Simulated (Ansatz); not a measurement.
CH6Cl2GeSi, SMILES `C[Si](Cl)(Cl)[GeH3]`, 11 atoms. Charge 0, multiplicity 1. Correlated methods include outer-core shells of Ge, which these sets cover unevenly. Scalar relativity is left out up to krypton. All runs use 4 threads of an Arm Neoverse V2 on a shared host. Correlated methods freeze the cores.

Give the basis size and wall time and peak host memory of each of these runs in Ansatz. RKS r2SCANh-D4/def2-TZVPP energy; RKS B3LYP-D4/def2-TZVPP energy and forces; RHF-CCSD(T)/def2-SVP energy; direct RPA on PBE orbitals/def2-TZVPP energy; RHF-MP2/def2-QZVPP energy; RKS PBE0-D4/def2-TZVPP energy; RKS PBE0-D4/def2-TZVP relaxation (6 steps); RHF-CCSD(T)/def2-TZVPP energy; RKS PBE0-D4/def2-QZVPP energy; RKS ωB97M-V/def2-TZVPP energy and forces; RKS PBE0-D4/def2-SVP energy; RKS PBE0-D4/def2-TZVP frequencies. (Best estimate.)

The calculation gave: Other jobs shared the machine, so times are rough.

| level | job | functions | wall time | peak host memory (GiB) |
| --- | --- | --- | --- | --- |
| RKS PBE0-D4/def2-SVP | energy | 130 | 1.8 s | 0.33 |
| RKS PBE0-D4/def2-TZVPP | energy | 289 | 6.5 s | 1.2 |
| direct RPA on PBE orbitals/def2-TZVPP | energy | 289 | 7.5 s | 0.76 |
| RKS B3LYP-D4/def2-TZVPP | energy and forces | 289 | 9.5 s | 1.2 |
| RKS r2SCANh-D4/def2-TZVPP | energy | 289 | 9.5 s | 1.2 |
| RHF-CCSD(T)/def2-SVP | energy | 130 | 13 s | 0.73 |
| RKS PBE0-D4/def2-QZVPP | energy | 536 | 17 s | 3.1 |
| RKS ωB97M-V/def2-TZVPP | energy and forces | 289 | 21 s | 1.4 |
| RHF-MP2/def2-QZVPP | energy | 536 | 38 s | 4 |
| RKS PBE0-D4/def2-TZVP | relaxation (6 steps) | 226 | 41 s | 0.84 |
| RKS PBE0-D4/def2-TZVP | frequencies | 226 | 4.3 min | 0.84 |
| RHF-CCSD(T)/def2-TZVPP | energy | 289 | 7.2 min | 8.3 |

B3LYP here is the variant with VWN-RPA as its local correlation; programs differ in this.
